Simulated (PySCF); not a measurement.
MP2 beside CCSD(T) along the fifth-period p block: bonds to Cs

MP2 and CCSD(T) in PySCF with def2-SVP on every atom (core potentials on Sn, Sb, Te, I, Cs), for the lowest determinant that a PBE0 search found; no spin–orbit coupling.

| molecule | state (unpaired electrons) | MP2 Re (Å) | MP2 ωe (cm⁻¹) | MP2 De (eV) | CCSD(T) Re (Å) | CCSD(T) ωe (cm⁻¹) | CCSD(T) De (eV) |
| --- | --- | --- | --- | --- | --- | --- | --- |
| CsSn | quartet (σ ↑, π ↑↑) | 3.638 | 90.2 | 1.32 | 3.644 | 89.5 | 1.25 |
| CsSb | triplet (π ↑↑) | 3.720 | 89.6 | 0.61 | 3.733 | 88.2 | 0.65 |
| CsTe | doublet (π ↑) | 3.547 | 107 | 1.91 | 3.552 | 107 | 1.85 |
| CsI | singlet (closed shell) | 3.430 | 118 | 3.29 | ? | ? | ? |

Problem. Estimate the CCSD(T) values of CsI by adding the mean shift from MP2 to CCSD(T) of the other rows, and compare with the calculation.

Solution. The mean shifts are +0.8 pm, -1 cm⁻¹ and -0.03 eV, which give 3.438 Å, 117 cm⁻¹ and 3.26 eV. CCSD(T)/def2-SVP gives Re = 3.433 Å, ωe = 117 cm⁻¹, De = 3.16 eV.

Problem. What are the mean differences of MP2 from CCSD(T) over the whole series?

Solution. Re -0.7 pm, ωe +1 cm⁻¹, De +0.05 eV.

In a basis of this size CCSD(T) is itself not converged; it tends to give bonds that are too long and too weak.

Correlated steps freeze 4 core orbitals. Correlated levels converge slowly with the basis: in double zeta they bind strong bonds too weakly, by up to about 1 eV, and carry superposition errors of some tenths. These are scalar-relativistic numbers at best; spin–orbit coupling would shift them, the dissociation energy most. Where the molecule has an RHF reference, its open-shell atoms are computed with UHF. States were picked by a PBE0 search and need not be the measured ground states.
